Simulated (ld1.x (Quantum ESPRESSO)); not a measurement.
# An all-electron radial function and its pseudo partner (tungsten)

Columns: radius, all-electron u(r) and pseudo u(r) of the 6p shell (level -1.36 eV) of tungsten in the configuration [Xe] 4f14 5d4 6s2 6p0; PBE, scalar-relativistic, TM scheme, ld1.x (Quantum ESPRESSO) 7.5.

| r (bohr) | all-electron | pseudo |
| --- | --- | --- |
| 0.158 | -0.0763 | 0.0014 |
| 0.315 | 0.0970 | 0.0054 |
| 0.473 | 0.0737 | 0.0124 |
| 0.630 | -0.0612 | 0.0221 |
| 0.788 | -0.1627 | 0.0351 |
| 0.945 | -0.1978 | 0.0511 |
| 1.102 | -0.1794 | 0.0706 |
| 1.260 | -0.1269 | 0.0938 |
| 1.418 | -0.0571 | 0.1207 |
| 1.575 | 0.0182 | 0.1511 |
| 1.732 | 0.0924 | 0.1847 |
| 1.890 | 0.1622 | 0.2212 |
| 2.047 | 0.2248 | 0.2593 |
| 2.205 | 0.2802 | 0.2981 |
| 2.362 | 0.3276 | 0.3357 |
| 2.520 | 0.3680 | 0.3709 |
| 2.678 | 0.4015 | 0.4023 |
| 2.835 | 0.4285 | 0.4286 |
| 2.992 | 0.4497 | 0.4497 |
| 3.150 | 0.4659 | 0.4659 |
| 3.308 | 0.4774 | 0.4774 |
| 3.465 | 0.4847 | 0.4847 |
| 3.622 | 0.4886 | 0.4886 |
| 3.780 | 0.4894 | 0.4894 |
| 3.938 | 0.4876 | 0.4876 |
| 4.095 | 0.4836 | 0.4836 |

How many radial nodes do the two functions have?

The all-electron 6p function has n − l − 1 = 4 (the table is too coarse to show those close to the nucleus); the pseudo-wave has 0, since the states of the same l below it are removed with the core.

At about which radius was the pseudo-wave matched?

3.15 bohr. The columns agree to 0.0005 from 2.83 bohr on; several derivatives are matched, so the curves merge somewhat inside the radius.

Is the pseudo-wave norm-conserving?

Yes: the TM scheme keeps the norm inside the radius equal to the all-electron one, which fixes the energy derivative of the logarithmic derivative at the level.
